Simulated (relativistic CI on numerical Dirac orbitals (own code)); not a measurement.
# One change at a time: Pr¹²⁺

Base calculation: Dirac-Coulomb-Breit CI, separate exchange-only KLI orbitals for each configuration, model QED, unscaled Slater integrals.

CI space (outside the closed core [Kr]): 4d10 5s, 4d10 4f, 4d10 5p, 4d10 5d, 4d10 5f, 4d9 5s 4f, 4d10 5g, 4d10 6s, 4d10 6p, 4d9 5s2, 4d10 6d. Double excitations out of closed p, d and f shells are left out; levels of such configurations are missing from the list, as are those of other unlisted configurations, and high levels can miss mixing partners.

Variants: (1) QED terms removed. Shifts of the energy above 4d10 5s 2S_1/2, in cm⁻¹, for the lowest level and the first level of each name with at least 55 % of one term (blank where a level changes its place among those of its configuration and J or its character, or is not in the variant):

```tsv
Level	Base	Δ(1)
4d10 5s 2S_1/2	0	0
4d10 4f 2F°_5/2	102740	+906
4d10 4f 2F°_7/2	106113	+887
4d10 5p 2P°_1/2	167735	+805
4d10 5p 2P°_3/2	210321	+739
4d10 5d 2D_3/2	488263	+837
4d10 5d 2D_5/2	495862	+815
4d10 6s 2S_1/2	733808	+453
4d10 5f 2F°_5/2	802947	+817
4d10 5f 2F°_7/2	804238	+812
4d10 6p 2P°_1/2	810846	+794
4d10 6p 2P°_3/2	829372	+763
4d9 5s2 2D_5/2	883405	-980
4d9 5s 4f 4P°_1/2	896578	-36
```

At this charge transitions that keep the count of f electrons are usually good to a few per cent. Levels and lines within the n = 5 or 6 shells can be off by up to 10 % or somewhat more, and those that change n by about 2 %, since core polarisation is missing. Levels that differ in their count of f electrons can be misplaced by several ten thousand cm⁻¹, since the correlation energy of f electrons is missing or only estimated; rates across such gaps can be off by orders of magnitude.

Ionisation energy from one configuration of each of the two ions, the ground ones as tabulated or assumed: base 214.974 eV; QED terms removed 215.073 eV. The NIST ASD value (semi-empirical) is 217.02 ± 0.12 eV.

LS names give the leading component of a level, which can be under half, so a name can repeat, a term be missing and a line seem to break the LS rules.
